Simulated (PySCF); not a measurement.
## Exercise with solution: entropy of an ideal gas

Ga(Cl)(Br)(OH) (BrClGaHO), SMILES [OH][Ga]([Cl])[Br].

Geometry optimised at PBE-D3(BJ)/def2-SVP. The structure was generated by enumeration; whether it is a known compound was not checked. The values are those of a single conformer.

PBE-D3(BJ)/def2-SVP (PySCF) gives the harmonic wavenumbers 101, 141, 151, 296, 343, 422, 695, 837, 3714 cm⁻¹ and the rotational temperatures 0.1816, 0.0586, 0.0443 K. The molar mass is 202.08 g/mol, the symmetry number 1, the spin multiplicity 1.

**Question.** Work out the entropy at 298.15 K and 1 atm in the rigid-rotor, harmonic-oscillator model.

**Answer.** 
Translation (Sackur–Tetrode at 1 atm): S = R[1.5 ln M + 2.5 ln T − 1.16487] = 175.0 J/(mol K).
Rotation: q = (√π/σ) T^1.5/√(θA θB θC) = 420000, S = R[ln q + 3/2] = 120.1 J/(mol K).
Vibration: with u = 1.4388 ν/T, each mode gives R[u/(e^u − 1) − ln(1 − e^−u)]:
```json
[
 {"ν (cm⁻¹)": "101", "modes": "1", "u": "0.49", "S (J/(mol K))": "14.37"},
 {"ν (cm⁻¹)": "141", "modes": "1", "u": "0.68", "S (J/(mol K))": "11.67"},
 {"ν (cm⁻¹)": "151", "modes": "1", "u": "0.73", "S (J/(mol K))": "11.13"},
 {"ν (cm⁻¹)": "296", "modes": "1", "u": "1.43", "S (J/(mol K))": "6.02"},
 {"ν (cm⁻¹)": "343", "modes": "1", "u": "1.66", "S (J/(mol K))": "5.01"},
 {"ν (cm⁻¹)": "422", "modes": "1", "u": "2.04", "S (J/(mol K))": "3.70"},
 {"ν (cm⁻¹)": "695", "modes": "1", "u": "3.35", "S (J/(mol K))": "1.31"},
 {"ν (cm⁻¹)": "837", "modes": "1", "u": "4.04", "S (J/(mol K))": "0.75"}
]
```
The stiffer modes add less than 0.005 each. Sum 54.0 J/(mol K).
Spin: R ln 1 = 0.0 J/(mol K).
Total 349.1 J/(mol K); the program's own thermochemistry gives 349.1. Translation makes up 50 % and vibration 15 %. Anharmonicity, hindered rotation and orbital degeneracy are left out.
